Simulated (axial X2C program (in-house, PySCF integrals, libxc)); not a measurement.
Outer orbitals of TiSe at 2.209 Å, PBE0

Calculated with an in-house all-electron X2C program for linear molecules (integrals from PySCF). Spin-free means the one-electron spin-free X2C Hamiltonian; two-component (2c) means X2C with spin–orbit coupling and atomic mean-field two-electron Coulomb and Gaunt terms, so the difference of the two also holds small scalar two-electron terms. Basis: Se dyall-cv3z [8s9p6d4f1g], Ti dyall-cv3z [10s10p6d4f2g] (cores contracted in-house); Gaussian nuclei, density fitting, unrestricted open shells. Masses: Se 79.917 u, Ti 47.948 u.

The distance is close to the 2c PBE0 minimum; the highest filled and lowest empty levels are listed.

Spin-free orbitals, state M_S = 1, Λ = 2 (beyond evenly filled blocks: σα, δ+α) (Löwdin shares):

| symmetry | occupied | ε (eV) | atomic character |
| --- | --- | --- | --- |
| σβ | yes | -17.53 | 68% Se s, 11% Ti p, 10% Ti d |
| σα | yes | -17.19 | 67% Se s, 11% Ti p, 11% Ti d |
| σα | yes | -7.30 | 57% Se p, 32% Ti d, 5% Ti s |
| σβ | yes | -7.09 | 72% Se p, 13% Ti d, 9% Ti s |
| π+β | yes | -6.43 | 67% Se p, 20% Ti d, 6% Ti p |
| π-β | yes | -6.43 | 67% Se p, 20% Ti d, 6% Ti p |
| π+α | yes | -6.39 | 57% Se p, 31% Ti d, 6% Ti p |
| π-α | yes | -6.35 | 58% Se p, 30% Ti d, 7% Ti p |
| δ+α | yes | -6.11 | 100% Ti d |
| σα | yes | -5.60 | 55% Ti s, 34% Ti d, 7% Se p |
| σβ | no | -2.36 | 68% Ti s, 22% Ti p, 6% Ti d |
| σα | no | -2.32 | 42% Ti p, 23% Ti d, 17% Se p |
| δ-α | no | -2.29 | 99% Ti d |
| π+α | no | -2.23 | 57% Ti d, 30% Ti p, 10% Se p |

Spinors with spin–orbit coupling (state Ω = 1):

```csv
ω,occupied,ε (eV),atomic character,λ mixture
1/2,yes,-17.54,"68% Se s, 11% Ti p, 10% Ti d",100% σ
-1/2,yes,-17.20,"67% Se s, 11% Ti p, 11% Ti d",100% σ
-1/2,yes,-7.32,"58% Se p, 31% Ti d, 5% Ti s","97% σ, 3% π"
1/2,yes,-7.11,"72% Se p, 13% Ti d, 9% Ti s","96% σ, 4% π"
-1/2,yes,-6.51,"67% Se p, 20% Ti d, 6% Ti p","97% π, 3% σ"
1/2,yes,-6.45,"58% Se p, 30% Ti d, 6% Ti p","96% π, 4% σ"
3/2,yes,-6.33,"66% Se p, 21% Ti d, 6% Ti p",100% π
-3/2,yes,-6.27,"57% Se p, 31% Ti d, 7% Ti p",100% π
3/2,yes,-6.12,99% Ti d,100% δ
-1/2,yes,-5.60,"55% Ti s, 34% Ti d, 7% Se p",100% σ
1/2,no,-2.36,"68% Ti s, 22% Ti p, 6% Ti d",100% σ
-1/2,no,-2.31,"42% Ti p, 23% Ti d, 17% Se p",100% σ
-5/2,no,-2.28,99% Ti d,100% δ
1/2,no,-2.23,"58% Ti d, 30% Ti p, 10% Se p",100% π
```

Mulliken charges and populations of the two-component result (they depend on the basis, above all on diffuse functions):

Se -0.34 e (s 7.91 p 16.40 d 10.03 f 0.01), Ti 0.34 e (s 6.78 p 12.23 d 2.61 f 0.03). ⟨Lz⟩ = 2.00 ħ and ⟨Sz⟩ = -1.00 ħ (0.19 and -1.19 on the two atoms), which add up to Ω.

The state is a single determinant with fixed occupations, the lowest that a limited PBE0 search found. Density functionals use the spin component along the axis (collinear). The functionals have no current-density term, which raises determinants with orbital currents, atoms included. With several unpaired electrons one determinant need not be a pure state. The determinant is spin-polarised beyond a pure state at some levels (its spin-free form has ⟨S²⟩ too high), which makes Re and μ there less reliable.
